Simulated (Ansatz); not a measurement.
Species: sum formula ReO₂Cl₂, net charge 0, doublet state. The spin state was set by rule; other spins were not relaxed. 
Structure (B3LYP-D3(BJ)/def2-TZVP (Ansatz, a program for electronic structure) minimum search):
```xyz
5

Re     0.2755    -0.0523     0.1013
O      1.5034    -0.6463    -0.9092
O      0.7021     0.2280     1.7203
Cl    -0.6855     1.7865    -0.8029
Cl    -1.5679    -1.3591    -0.0259
```
Charge 0, spin multiplicity 2.

Property: atomisation energy (electronic, to ground-state atoms), in kJ/mol. Correlated levels leave the core frozen unless marked. Open shells are spin-unrestricted. Spin-orbit coupling is left out. The frozen core is the preceding noble-gas configuration, with the filled d and f shells of earlier blocks. In def2 rows, elements after Kr have scalar-relativistic effective core potentials. The coupled-cluster limit lacks core correlation, which all-electron functionals hold. CBS(X,Y): correlation extrapolated as X^-3; Hartree-Fock from the larger set. [CCSD(T)-MP2]/basis is that difference in the basis named.

The UHF reference is spin-contaminated (<S^2> 0.31 over the pure value in the largest basis). 

```
level                                                              program  atomisation energy (kJ/mol)
----------------------------------------------------------  --------------  ---------------------------
revPBE-D4/def2-TZVPD                                        Ansatz + dftd4                          ___
PBE0-D3(BJ)/def2-TZVP                                       Ansatz + dftd3                       1902.6
PBE0/def2-TZVPD                                                     Ansatz                       1887.4
LC-wPBE-D4/def2-TZVPD                                       Ansatz + dftd4                          ___
B2GP-PLYP-D4/def2-TZVPD                                     Ansatz + dftd4                       1912.1
B2GP-PLYP/def2-TZVPD                                                Ansatz                       1903.9
RI-MP2/CBS(def2-TZVPP,def2-QZVPP)+[CCSD(T)-MP2]/def2-TZVPP          Ansatz                       1906.3
```

### Question
What belongs in the gaps?

### Answer

- revPBE-D4/def2-TZVPD, atomisation energy (kJ/mol): 2037.5
- LC-wPBE-D4/def2-TZVPD, atomisation energy (kJ/mol): 1897.1
